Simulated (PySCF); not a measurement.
Species: C₂H₁₀N₂OSi₂.
Cartesian coordinates in Å at the GFN2-xTB level; atoms count from 1:
```xyz
17
C2H10N2OSi2 angstrom
C     -1.8237   -0.6400   -0.7783
C     -0.6457    0.3231   -0.7386
Si    -0.6966    1.8285    0.4548
O      0.7249    1.3013    1.1078
Si     0.9309   -0.1367    0.2609
N      0.7792   -1.6022    1.1455
N      2.5312   -0.1170   -0.3613
H     -2.6797   -0.1837   -1.2753
H     -1.5605   -1.5499   -1.3164
H     -2.1300   -0.9210    0.2268
H     -0.4132    0.6194   -1.7638
H     -0.4882    3.1439   -0.1336
H     -1.7397    1.7758    1.4712
H      1.5775   -1.8877    1.6880
H     -0.0623   -1.7358    1.6814
H      2.8426   -0.9295   -0.8638
H      2.8462    0.7236   -0.8152
```

Computed with TDDFT wB97X-D/def2-SVPD, vertical, gas phase, core orbitals frozen in the response (PySCF).

Ground-to-excited transition dipoles (e·a0, same axes as the geometry; the sign carries no meaning), for the states with f of 0.002 or more among the lowest 7:

```csv
state,E (hartree),μx,μy,μz
S1,0.2423,0.448,-0.600,-0.085
S2,0.2496,-0.297,0.005,-0.318
S3,0.2607,-0.066,0.295,0.261
S4,0.2675,0.195,0.161,0.241
S5,0.2689,-0.328,0.047,-0.187
S6,0.2731,-0.056,0.155,-0.062
S7,0.2861,0.043,-0.165,-0.278
```

Q: What oscillator strength does each state have?

A: f = (2/3) ΔE |μ|² with ΔE in hartree (27.2114 eV).

```json
{"state": "S1", "|μ|² (au)": "0.568", "|μ| (D)": "1.91", "f": "0.092"}
{"state": "S2", "|μ|² (au)": "0.189", "|μ| (D)": "1.11", "f": "0.032"}
{"state": "S3", "|μ|² (au)": "0.160", "|μ| (D)": "1.02", "f": "0.028"}
{"state": "S4", "|μ|² (au)": "0.122", "|μ| (D)": "0.89", "f": "0.022"}
{"state": "S5", "|μ|² (au)": "0.145", "|μ| (D)": "0.97", "f": "0.026"}
{"state": "S6", "|μ|² (au)": "0.031", "|μ| (D)": "0.45", "f": "0.006"}
{"state": "S7", "|μ|² (au)": "0.106", "|μ| (D)": "0.83", "f": "0.020"}
```

Q: What angle do the transition dipoles of S3 and S5 make?

A: |cos θ| = |μa·μb| / (|μa| |μb|) = 0.09, so θ ≈ 85° (taken between 0 and 90°, since the signs are arbitrary).

Q: What peak molar absorption coefficient would the strongest computed level give as a lone Gaussian band 0.3 eV wide at half height?

A: ε(max) = 2.175×10⁸ f / FWHM, with the width in cm⁻¹. S1: 2.175×10⁸ × 0.0917 / 2420 ≈ 8200 L mol⁻¹ cm⁻¹.

One conformer stands for the species.

Without π bonds the low states may be Rydberg-like; a valence basis with one diffuse set may place them up to an eV too high.
